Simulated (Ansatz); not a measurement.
Ideal-gas functions of CH$_{3}$AlClNS (`N=[CH][Al]([SH])[Cl]`) at 600 K and 1 bar, from an Ansatz frequency run at PBE0-D4/def2-TZVP.

Molar mass 123.54 g/mol, point group Cs (symmetry number 1), electronic degeneracy 1, moments of inertia 192.362, 294.91, 487.272 u Å². Harmonic wavenumbers (cm⁻¹, unscaled): 58, 85, 134, 185, 244, 291, 419, 567, 602, 663, 676, 1184, 1214, 1399, 1648, 2710, 3038, 3401.

Use S(trans) = R[1.5 ln M + 2.5 ln T − 1.1517]; rotational temperatures θ = 24.2544 K / I; S(rot) = R[ln(√π/σ · √(T³/θAθBθC)) + 1.5]; for each mode x = 1.438777 ν̃/T, S = R[x/(eˣ − 1) − ln(1 − e⁻ˣ)] and H = RT x/(eˣ − 1); 1 cm⁻¹ = 0.0119627 kJ/mol; R = 8.31446 J/(mol·K).

Task: By hand: the entropy, in J/(mol·K).

Result: Translation 183.5. Rotation: θ = 0.1261, 0.0822, 0.0498 K, giving 128.5. Vibration, mode by mode: 24.72, 21.55, 17.79, 15.14, 12.89, 11.47, 8.62, 6.37, 5.95, 5.28, 5.15, 1.97, 1.86, 1.30, 0.81, 0.09, 0.05, 0.02, in all 141.0. Electronic 0.0. Sum 453.0 J/(mol·K).

Task: By hand: H − E and G − E in kJ/mol, counted from the electronic energy.

Result: Zero-point energy ½ × 18518 × 0.0119627 = 110.8; thermal vibration 38.7; translation, rotation and pV give 4 RT = 20.0. H − E = 169.5 kJ/mol, and G − E = 169.5 − 600 × 453.0/1000 = -102.3 kJ/mol.

Vibration gives 31 % of the entropy, 64.1 J/(mol·K) of it from the modes under 150 cm⁻¹: soft modes count most, and the harmonic formula is weakest for them. The sum counts one conformer and one mirror image; others add a mixing term.
